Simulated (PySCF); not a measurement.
Cl$_{3}$In, charge -1, doublet, geometry from GFN2-xTB (such geometries of metal compounds can be far from the true shape) (a state made from the parent by changing its charge; the spin is typed, not shown lowest) (core potentials on In); PBE0/def2-SV(P) in PySCF.

PySCF was given this input:
```python
from pyscf import gto, scf, dft

mol = gto.Mole()
mol.atom = '''
    In   -0.085964   -0.391910   -0.261744
    Cl    2.342113    0.175013   -0.188861
    Cl   -0.830550   -0.660276    2.103809
    Cl   -1.263785    1.614885   -1.160510
'''
mol.basis = 'def2-sv(p)'
mol.ecp = {'In': 'def2-sv(p)'}
mol.charge = -1
mol.spin = 1
mol.verbose = 4
mol.build()

mf = dft.UKS(mol)
mf.xc = 'pbe0'
mf.kernel()
```

Task: Write the output that PySCF gives for this input, abridged.

Result: 
```
PySCF version 2.14.0

[INPUT] verbose = 4
[INPUT] num. atoms = 4
[INPUT] num. electrons = 73
[INPUT] charge = -1
[INPUT] spin (= nelec alpha-beta = 2S) = 1
[INPUT] symmetry False subgroup None
[INPUT] Mole.unit = angstrom
[INPUT] Symbol           X                Y                Z      unit          X                Y                Z       unit  Magmom
[INPUT]  1 In    -0.085964000000  -0.391910000000  -0.261744000000 AA   -0.162448416572  -0.740602565478  -0.494624474748 Bohr   0.0
[INPUT]  2 Cl     2.342113000000   0.175013000000  -0.188861000000 AA    4.425952122783   0.330726638239  -0.356895565611 Bohr   0.0
[INPUT]  3 Cl    -0.830550000000  -0.660276000000   2.103809000000 AA   -1.569512032758  -1.247740806623   3.975622828395 Bohr   0.0
[INPUT]  4 Cl    -1.263785000000   1.614885000000  -1.160510000000 AA   -2.388207530333   3.051690372668  -2.193046064819 Bohr   0.0

nuclear repulsion = 341.832248793461
number of shells = 34
number of NR pGTOs = 169
number of NR cGTOs = 80
basis = def2-sv(p)
ecp = {'In': 'def2-sv(p)'}

******** <class 'pyscf.dft.uks.UKS'> ********
method = UKS
initial guess = minao
damping factor = 0
level_shift factor = 0
DIIS = <class 'pyscf.scf.diis.CDIIS'>
diis_start_cycle = 1
diis_space = 8
diis_damp = 0
SCF conv_tol = 1e-09
SCF conv_tol_grad = None
SCF max_cycles = 50
direct_scf = True
direct_scf_tol = 1e-13
number electrons alpha = 37  beta = 36
XC library pyscf.dft.libxc version 7.1.2
    S. Lehtola, C. Steigemann, M. J. T. Oliveira, and M. A. L. Marques,  SoftwareX 7, 1–5 (2018)
XC functionals = pbe0
    C. Adamo and V. Barone,  J. Chem. Phys. 110, 6158 (1999)
    M. Ernzerhof and G. E. Scuseria,  J. Chem. Phys. 110, 5029 (1999)
radial grids:
    Treutler-Ahlrichs [JCP 102, 346 (1995); DOI:10.1063/1.469408] (M4) radial grids

becke partition: Becke, JCP 88, 2547 (1988); DOI:10.1063/1.454033
pruning grids: <function nwchem_prune>
grids dens level: 3
symmetrized grids: False
atomic radii adjust function: <function treutler_atomic_radii_adjust>
small_rho_cutoff = 0
Set gradient conv threshold to 3.16228e-05
tot grids = 78520
init E= -1548.77530535675

cycle= 1 E= -1569.02799883235  delta_E= -20.3  |g|= 1.39  |ddm|= 8.72
cycle= 2 E= -1568.67424874584  delta_E= 0.354  |g|= 1.84  |ddm|= 4.34
cycle= 3 E= -1570.06803603768  delta_E= -1.39  |g|= 0.0916  |ddm|= 1.93
cycle= 4 E= -1570.07332637131  delta_E= -0.00529  |g|= 0.0502  |ddm|= 0.263
cycle= 5 E= -1570.07510580379  delta_E= -0.00178  |g|= 0.00946  |ddm|= 0.0755
cycle= 6 E= -1570.07516575914  delta_E= -6e-05  |g|= 0.00213  |ddm|= 0.0175
cycle= 7 E= -1570.07517269671  delta_E= -6.94e-06  |g|= 0.00106  |ddm|= 0.0074
cycle= 8 E= -1570.07517393642  delta_E= -1.24e-06  |g|= 0.000133  |ddm|= 0.00313
cycle= 9 E= -1570.07517398349  delta_E= -4.71e-08  |g|= 3.73e-05  |ddm|= 0.000653
cycle= 10 E= -1570.07517398522  delta_E= -1.74e-09  |g|= 1.56e-05  |ddm|= 0.000111
cycle= 11 E= -1570.07517398543  delta_E= -2.06e-10  |g|= 2.78e-06  |ddm|= 2.83e-05
Extra cycle  E= -1570.07517398543  delta_E= -3.87e-12  |g|= 1.75e-06  |ddm|= 6.71e-06
converged SCF energy = -1570.07517398543  <S^2> = 0.75265571  2S+1 = 2.0026539
```
